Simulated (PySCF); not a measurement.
Simulated outer-valence photoelectron spectrum of VOF3 (`[O]=[V]([F])([F])[F]`). Theory: EOM-IP-CCSD/aug-cc-pVDZ in PySCF, restricted Hartree–Fock reference, frozen core, non-relativistic, gas phase, PBE0-D3(BJ)/def2-SVP geometry.

Each root has a Gaussian of 0.3 eV full width with its one-hole share as area; cross sections and vibrations are left out, and the highest printed point is 100.

| ionisation energy (eV) | intensity |
| --- | --- |
| 14.0 | 1 |
| 14.1 | 5 |
| 14.2 | 27 |
| 14.3 | 70 |
| 14.4 | 99 |
| 14.5 | 76 |
| 14.6 | 32 |
| 14.7 | 7 |
| 14.8 | 1 |
| 14.9 | 3 |
| 15.0 | 15 |
| 15.1 | 37 |
| 15.2 | 52 |
| 15.3 | 48 |
| 15.4 | 46 |
| 15.5 | 52 |
| 15.6 | 42 |
| 15.7 | 19 |
| 15.8 | 10 |
| 15.9 | 29 |
| 16.0 | 72 |
| 16.1 | 100 |
| 16.2 | 75 |
| 16.3 | 32 |
| 16.4 | 16 |
| 16.5 | 30 |
| 16.6 | 48 |
| 16.7 | 44 |
| 16.8 | 21 |
| 16.9 | 6 |
| 17.0 | 1 |

Where are the maxima, and how many lines lie under the curve?

5 maxima, at 14.4, 15.2, 15.5, 16.1 and 16.6 eV, from 5 lines (7 roots with degenerate partners counted).

List the lines with their holes.

```
E (eV)  leading hole (HF orbital)  area  Koopmans (eV)
 14.41                HOMO/HOMO-1  1.88          16.05
 15.20                     HOMO-2  0.94          17.01
 15.52                     HOMO-3  0.94          18.20
 16.10              HOMO-4/HOMO-5  1.89          18.73
 16.63                     HOMO-6  0.94          19.31
```

The widest gap, 0.79 eV, lies between 14.41 and 15.20 eV. Only orbitals with −ε under 21 eV, eight at most, were ionised, so the high end of the curve may lack lines.
